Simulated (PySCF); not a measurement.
## A small calculation by hand: dipole moment from atomic charges

B(Cl)(OMe)(SeH) (CH₄BClOSe), SMILES B(Cl)(OC)[SeH]. Atoms are numbered in the order given.

```xyz
9

B     -0.2200     0.6078     0.0000
Cl     0.7397     2.0978     0.0000
O     -1.5551     0.7262     0.0000
C     -2.4506    -0.3714     0.0000
H     -2.3087    -0.9972     0.8972
H     -3.4746     0.0258     0.0000
H     -2.3087    -0.9972    -0.8972
Se     0.6398    -1.1672     0.0000
H      2.0090    -0.6284     0.0000
```

Geometry optimised at B3LYP-D3(BJ)/def2-SVP. The structure was generated by enumeration, and PubChem lists no compound with its InChIKey, so it may never have been made. One conformer was computed; it need not be the lowest.

Charges (e) from PBE/def2-TZVP (PySCF):

```csv
atom,ESP fit,Mulliken
B1,0.080,0.156
Cl2,-0.104,-0.146
O3,-0.096,-0.164
C4,-0.318,-0.230
H5,0.170,0.137
H6,0.144,0.145
H7,0.170,0.137
Se8,-0.203,-0.163
H9,0.157,0.128
```

The dipole moment of the full density is 1.88 D.

Task: What dipole moment does each set of point charges give, and which comes closer to that of the density?

Result: 
μ = Σ q r, and 1 e Å = 4.8032 D.
ESP fit: Σ q r = (-0.266, -0.318, 0.000) e Å, |μ| = 1.99 D.
Mulliken: Σ q r = (-0.307, -0.405, 0.000) e Å, |μ| = 2.44 D.
ESP fit comes closer in size. Point charges leave out the atoms' own dipoles (lone pairs, polarised bonds); fits to the potential absorb them, partitions of the density don't.
